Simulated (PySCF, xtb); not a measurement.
CClF, SMILES [C](F)Cl (connectivity only; charge and spin as stated), neutral, multiplicity 1.

Harmonic wavenumbers (cm⁻¹) from GFN2-xTB run with xtb 6.7.1 at its own minimum, in rising order: 442, 825, 1127.

**Question.** What does r2SCAN-D4/def2-TZVP (PySCF 2.14.0) give at its own minimum? (The exact figures need the calculation; the answer reports its results.)

**Answer.** 443, 738, 1161. Paired by order, the mean absolute difference is 41 cm⁻¹ and the zero-point energies are 3.4 and 3.3 kcal/mol.
